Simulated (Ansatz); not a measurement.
## What each rung costs, and what it gives

Saddle point of SnHCl$_{4}$F, singlet (SnCl₄ ([Cl][Sn]([Cl])([Cl])[Cl]) + HF → SnCl₃F ([F][Sn]([Cl])([Cl])[Cl]) + HCl; bonds formed: Sn1–F7, Cl2–H6; bonds broken: Sn1–Cl2, H6–F7), PBE0-D4/def2-TZVP structure:

```xyz
7
angstrom
Sn -0.5389 -0.0380 -0.1642
Cl 1.6405 -1.0814 0.9446
Cl -0.4927 -1.6789 -1.7552
Cl -1.6742 -0.3965 1.7878
Cl -1.7412 1.6441 -1.1697
H 1.7061 0.3290 0.4431
F 1.1003 1.2215 -0.0864
```

Barriers are electronic and count from the start structure reached by relaxing down the imaginary mode.

Ansatz 0.2.0; basis: as named in each row; cores frozen in the correlated methods. Filled d shells of the heavier atoms are correlated. Core potentials replace the inner electrons of the atoms past krypton. The def2 sets are not built for correlating such inner shells, so the correlated values are less sure here. B3LYP uses VWN-RPA correlation. Extrapolation: Hartree–Fock as exp(−7.88 √X), correlation as X^−2.97.

Times are rough, for one single point on 8 threads of a shared host (Intel Xeon).

The estimate by CCSD(T) at an estimated basis limit (MP2 extrapolated from triple and quadruple zeta, plus CCSD(T) − MP2 in triple zeta) is 21.03 kcal/mol.

```json
{"method": "SPW92", "basis": "def2-SVP", "time (s)": "1", "barrier (kcal/mol)": "3.41", "method less estimate": "-17.62"}
{"method": "PBE-D4", "basis": "def2-SVP", "time (s)": "1", "barrier (kcal/mol)": "10.18", "method less estimate": "-10.85"}
{"method": "PBE0-D4", "basis": "def2-SVP", "time (s)": "2", "barrier (kcal/mol)": "15.50", "method less estimate": "-5.53"}
{"method": "SPW92", "basis": "def2-TZVPP", "time (s)": "3", "barrier (kcal/mol)": "8.28", "method less estimate": "-12.74"}
{"method": "PBE-D4", "basis": "def2-TZVPP", "time (s)": "3", "barrier (kcal/mol)": "14.83", "method less estimate": "-6.20"}
{"method": "BLYP-D4", "basis": "def2-TZVPP", "time (s)": "3", "barrier (kcal/mol)": "16.97", "method less estimate": "-4.06"}
{"method": "B3LYP-D4", "basis": "def2-TZVPP", "time (s)": "6", "barrier (kcal/mol)": "20.02", "method less estimate": "-1.01"}
{"method": "BHLYP-D4", "basis": "def2-TZVPP", "time (s)": "6", "barrier (kcal/mol)": "24.36", "method less estimate": "3.33"}
{"method": "wB97M-V", "basis": "def2-SVP", "time (s)": "6", "barrier (kcal/mol)": "16.12", "method less estimate": "-4.91"}
{"method": "r2SCAN-D4", "basis": "def2-TZVPP", "time (s)": "6", "barrier (kcal/mol)": "15.78", "method less estimate": "-5.25"}
{"method": "PBE0-D4", "basis": "def2-TZVPP", "time (s)": "6", "barrier (kcal/mol)": "19.08", "method less estimate": "-1.95"}
{"method": "CAM-B3LYP-D4", "basis": "def2-TZVPP", "time (s)": "7", "barrier (kcal/mol)": "19.91", "method less estimate": "-1.11"}
{"method": "RPA on PBE", "basis": "def2-TZVPP", "time (s)": "7", "barrier (kcal/mol)": "21.47", "method less estimate": "0.44"}
{"method": "r2SCAN0-D4", "basis": "def2-TZVPP", "time (s)": "8", "barrier (kcal/mol)": "19.46", "method less estimate": "-1.57"}
{"method": "B97M-V", "basis": "def2-TZVPP", "time (s)": "9", "barrier (kcal/mol)": "18.98", "method less estimate": "-2.05"}
{"method": "PBE-QIDH", "basis": "def2-TZVPP", "time (s)": "9", "barrier (kcal/mol)": "21.37", "method less estimate": "0.34"}
{"method": "CCSD(T)", "basis": "def2-SVP", "time (s)": "10", "barrier (kcal/mol)": "20.96", "method less estimate": "-0.07"}
{"method": "B2PLYP", "basis": "def2-TZVPP", "time (s)": "10", "barrier (kcal/mol)": "20.77", "method less estimate": "-0.26"}
{"method": "wB97X-V", "basis": "def2-TZVPP", "time (s)": "12", "barrier (kcal/mol)": "20.48", "method less estimate": "-0.55"}
{"method": "wB97M-V", "basis": "def2-TZVPP", "time (s)": "13", "barrier (kcal/mol)": "20.17", "method less estimate": "-0.86"}
{"method": "MP2", "basis": "def2-QZVPP", "time (s)": "26", "barrier (kcal/mol)": "20.64", "method less estimate": "-0.39"}
{"method": "CCSD(T)", "basis": "def2-TZVPP", "time (s)": "270", "barrier (kcal/mol)": "22.48", "method less estimate": "1.45"}
```

All methods are single points on the PBE0-D4 structures.

No T1 diagnostic of these runs exceeds 0.012.

Labels in which every atom is bracketed show which atoms are joined, not bond orders.
